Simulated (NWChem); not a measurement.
Program: NWChem. System: H7Si3, charge 1, spin multiplicity 1, at the geometry of a parent with another charge or spin, in a state set for the comparison that need not be this species' ground state. Level: PBE/def2-TZVP.

NWChem printed:

```
             Northwest Computational Chemistry Package (NWChem) 7.3.0
             --------------------------------------------------------

                                NWChem Input Module
                                -------------------

 Scaling coordinates for geometry "geometry" by  1.889725989
 (inverse scale =  0.529177249)

 Turning off AUTOSYM since
 SYMMETRY directive was detected!

                             Geometry "geometry" -> ""
                             -------------------------

 Output coordinates in angstroms (scale by  1.889725989 to convert to a.u.)

  No.       Tag          Charge          X              Y              Z
 ---- ---------------- ---------- -------------- -------------- --------------
    1 Si                  14.0000    -0.36006800     0.03351800    -2.00816900
    2 Si                  14.0000     0.84024700    -0.14245000     0.00000000
    3 Si                  14.0000    -0.36006800     0.03351800     2.00816900
    4 H                    1.0000    -0.88329100     1.41686500    -2.23640100
    5 H                    1.0000    -1.51854300    -0.90707700    -1.96715300
    6 H                    1.0000     0.52096600    -0.33080100    -3.15713000
    7 H                    1.0000     2.08018700     0.69783300     0.00000000
    8 H                    1.0000    -0.88329100     1.41686500     2.23640100
    9 H                    1.0000     0.52096600    -0.33080100     3.15713000
   10 H                    1.0000    -1.51854300    -0.90707700     1.96715300

 Effective nuclear repulsion energy (a.u.)     180.1127128241

            Nuclear Dipole moment (a.u.)
            ----------------------------
        X                 Y               Z
 ---------------- ---------------- ----------------
     0.0000094486     0.0000207870    -0.0000000000

      Symmetry information
      --------------------

 Group name             Cs
 Group number              2
 Group order               2
 No. of unique centers     6

      Symmetry unique atoms

     1    2    4    5    6    7


 Summary of "ao basis" -> "" (spherical)
 ------------------------------------------------------------------------------
       Tag                 Description            Shells   Functions and Types
 ---------------- ------------------------------  ------  ---------------------
 *                         def2-tzvp                  on all atoms

  pbe96 is a nonlocal functional; adding pw91lda local functional.

                                 NWChem DFT Module
                                 -----------------

 Summary of "ao basis" -> "ao basis" (spherical)
 ------------------------------------------------------------------------------
       Tag                 Description            Shells   Functions and Types
 ---------------- ------------------------------  ------  ---------------------
 Si                        def2-tzvp                13       37   5s5p2d1f
 H                         def2-tzvp                 4        6   3s1p

 Summary of "ao basis" -> "ao basis" (spherical)
 ------------------------------------------------------------------------------
       Tag                 Description            Shells   Functions and Types
 ---------------- ------------------------------  ------  ---------------------
 Si                        def2-tzvp                13       37   5s5p2d1f
 H                         def2-tzvp                 4        6   3s1p

      Symmetry analysis of basis
      --------------------------

        a'         85
        a"         68

            General Information
            -------------------
          SCF calculation type: DFT
          Wavefunction type:  closed shell.
          No. of atoms     :    10
          No. of electrons :    48
           Alpha electrons :    24
            Beta electrons :    24
          Charge           :     1
          Spin multiplicity:     1
          Use of symmetry is: on ; symmetry adaption is: on
          Maximum number of iterations: 100
          AO basis - number of functions:   153
                     number of shells:    67
          Convergence on energy requested:  1.00D-06
          Convergence on density requested:  1.00D-05
[...]
     6 a'          7 a'          8 a"          9 a'         10 a'
    11 a"         12 a'         13 a"         14 a'         15 a"
    16 a'         17 a"         18 a'         19 a'         20 a'
    21 a"         22 a"         23 a'         24 a"         25 a'
    26 a'         27 a'         28 a"         29 a"         30 a'
    31 a'         32 a"         33 a'         34 a"

------------------------------------------------------------
EAF file 0: "./mol.aoints.0" size=524288 bytes
------------------------------------------------------------
               write      read    awrite     aread      wait
               -----      ----    ------     -----      ----
     calls:        1         0         0         0         0
   data(b): 5.24e+05  0.00e+00  0.00e+00  0.00e+00
   time(s): 0.00e+00  0.00e+00  0.00e+00  0.00e+00  0.00e+00
rate(mb/s): 0.00e+00  0.00e+00
------------------------------------------------------------

   convergence    iter        energy       DeltaE   RMS-Dens  Diis-err    time
 ---------------- ----- ----------------- --------- --------- ---------  ------
 d= 0,ls=0.0,diis     1   -871.8101275670 -1.05D+03  7.37D-03  2.90D+00     5.4
 d= 0,ls=0.0,diis     2   -871.8501784363 -4.01D-02  3.96D-03  7.35D-01     6.9
 d= 0,ls=0.0,diis     3   -871.8791647015 -2.90D-02  2.25D-03  1.01D-01     8.2
 d= 0,ls=0.0,diis     4   -871.8940600661 -1.49D-02  8.47D-04  2.15D-02     9.5
 d= 0,ls=0.0,diis     5   -871.8984484539 -4.39D-03  2.12D-04  1.51D-03    10.7
  Resetting Diis
 d= 0,ls=0.0,diis     6   -871.8988129814 -3.65D-04  3.05D-05  3.74D-05    12.0
 d= 0,ls=0.0,diis     7   -871.8988203044 -7.32D-06  1.58D-05  3.28D-06    13.3
 d= 0,ls=0.0,diis     8   -871.8988199179  3.86D-07  9.34D-06  4.89D-06    14.6

         Total DFT energy =     -871.898819917945
      One electron energy =    -1556.961851118023
           Coulomb energy =      569.474547663159
    Exchange-Corr. energy =      -64.524229287200
 Nuclear repulsion energy =      180.112712824119

 Numeric. integr. density =       47.999992592689

     Total iterative time =     13.8s

                  Occupations of the irreducible representations
                  ----------------------------------------------

                     irrep           alpha         beta
                     --------     --------     --------
                     a'               14.0         14.0
                     a"               10.0         10.0

                       DFT Final Molecular Orbital Analysis
                       ------------------------------------

 Vector   22  Occ=2.000000D+00  E=-4.844991D-01  Symmetry=a"
              MO Center= -7.4D-01, -4.2D-01,  1.1D-12, r^2= 6.4D+00
   Bfn.  Coefficient  Atom+Function         Bfn.  Coefficient  Atom+Function
  ----- ------------  ---------------      ----- ------------  ---------------
    15      0.202402   1 Si px               89     -0.202402   3 Si px
   119     -0.191886   5 H  s               149      0.191886  10 H  s
    16      0.122107   1 Si py               90     -0.122107   3 Si py
   118     -0.121269   5 H  s               148      0.121269  10 H  s
    54     -0.107144   2 Si pz              125      0.097444   6 H  s

 Vector   23  Occ=2.000000D+00  E=-4.775321D-01  Symmetry=a'
              MO Center= -3.6D-01, -3.2D-01, -1.1D-12, r^2= 6.3D+00
   Bfn.  Coefficient  Atom+Function         Bfn.  Coefficient  Atom+Function
  ----- ------------  ---------------      ----- ------------  ---------------
    15      0.194256   1 Si px               89      0.194256   3 Si px
   119     -0.178066   5 H  s               149     -0.178066  10 H  s
    52     -0.162594   2 Si px              131     -0.142606   7 H  s
   118     -0.112946   5 H  s               148     -0.112946  10 H  s
   132     -0.096073   7 H  s               120     -0.093812   5 H  s

 Vector   24  Occ=2.000000D+00  E=-4.596630D-01  Symmetry=a"
              MO Center=  2.7D-01, -1.0D-01, -5.6D-14, r^2= 5.6D+00
   Bfn.  Coefficient  Atom+Function         Bfn.  Coefficient  Atom+Function
  ----- ------------  ---------------      ----- ------------  ---------------
    54      0.340592   2 Si pz               17     -0.241932   1 Si pz
    91     -0.241932   3 Si pz              125      0.145275   6 H  s
   143     -0.145275   9 H  s                45     -0.121512   2 Si pz
    51      0.114799   2 Si pz               57      0.106545   2 Si pz
     8      0.095502   1 Si pz               82      0.095502   3 Si pz

 Vector   25  Occ=0.000000D+00  E=-3.880462D-01  Symmetry=a'
              MO Center=  6.6D-01, -1.7D-01,  3.8D-14, r^2= 3.4D+00
   Bfn.  Coefficient  Atom+Function         Bfn.  Coefficient  Atom+Function
  ----- ------------  ---------------      ----- ------------  ---------------
    53      0.476626   2 Si py               56      0.254208   2 Si py
    52     -0.203853   2 Si px               42     -0.183785   2 Si s
    41     -0.167027   2 Si s                44     -0.154202   2 Si py
    50      0.149027   2 Si py              113     -0.100365   4 H  s
   137     -0.100365   8 H  s                55     -0.097462   2 Si px

 Vector   26  Occ=0.000000D+00  E=-2.285247D-01  Symmetry=a'
              MO Center=  2.3D-01, -4.0D-02,  3.1D-13, r^2= 5.4D+00
   Bfn.  Coefficient  Atom+Function         Bfn.  Coefficient  Atom+Function
  ----- ------------  ---------------      ----- ------------  ---------------
    55      0.350325   2 Si px              132     -0.340731   7 H  s
   126     -0.315542   6 H  s               144     -0.315542   9 H  s
     5      0.282547   1 Si s                79      0.282547   3 Si s
    18      0.278993   1 Si px               92      0.278993   3 Si px
    52      0.245500   2 Si px                4      0.179428   1 Si s

 Vector   27  Occ=0.000000D+00  E=-2.081558D-01  Symmetry=a'
              MO Center=  3.2D-01, -5.0D-03,  8.5D-13, r^2= 5.9D+00
   Bfn.  Coefficient  Atom+Function         Bfn.  Coefficient  Atom+Function
  ----- ------------  ---------------      ----- ------------  ---------------
    42      1.216871   2 Si s               132     -0.695581   7 H  s
    41      0.438470   2 Si s                 5     -0.368118   1 Si s
    79     -0.368118   3 Si s                20     -0.355876   1 Si pz
    94      0.355876   3 Si pz               56      0.294481   2 Si py
    40     -0.234846   2 Si s                17     -0.209828   1 Si pz

 center of mass
 --------------
 x =   0.03459432 y =  -0.02172042 z =   0.00000000

 moments of inertia (a.u.)
 ------------------
         966.524389995815           9.411006133226           0.000000000000
           9.411006133226        1077.477221013946           0.000000000000
           0.000000000000           0.000000000000         161.196180514035

     Multipole analysis of the density
     ---------------------------------

     L   x y z        total         alpha         beta         nuclear
     -   - - -        -----         -----         ----         -------
     0   0 0 0      1.000000    -24.000000    -24.000000     49.000000

     1   1 0 0      0.541838      0.270914      0.270914      0.000009
     1   0 1 0     -0.079112     -0.039567     -0.039567      0.000021
     1   0 0 1      0.000000      0.000000      0.000000     -0.000000

     2   2 0 0    -26.222556    -56.958095    -56.958095     87.693634
     2   1 1 0     -1.626912      0.355739      0.355739     -2.338391
     2   1 0 1     -0.000000     -0.000000     -0.000000     -0.000000
     2   0 2 0    -27.345987    -25.603856    -25.603856     23.861725
     2   0 1 1     -0.000000     -0.000000     -0.000000      0.000000
     2   0 0 2    -19.619939   -278.700572   -278.700572    537.781205

 Task  times  cpu:       14.6s     wall:       14.6s

 Total times  cpu:       14.6s     wall:       14.6s
```

Task: Write an NWChem input that would produce this output.

Result: One answer among several that fit: 
```
start mol
memory heap 200 mb stack 900 mb global 1100 mb
charge 1
geometry units angstroms nocenter noautoz
  Si    -0.360068     0.033518    -2.008169
  Si     0.840247    -0.142450     0.000000
  Si    -0.360068     0.033518     2.008169
  H     -0.883291     1.416865    -2.236401
  H     -1.518543    -0.907077    -1.967153
  H      0.520966    -0.330801    -3.157130
  H      2.080187     0.697833     0.000000
  H     -0.883291     1.416865     2.236401
  H      0.520966    -0.330801     3.157130
  H     -1.518543    -0.907077     1.967153
  symmetry group Cs
end
basis spherical
  * library def2-tzvp
end
dft
  xc xpbe96 cpbe96
  semidirect memsize 60000000 filesize 0
  iterations 100
end
task dft energy
```
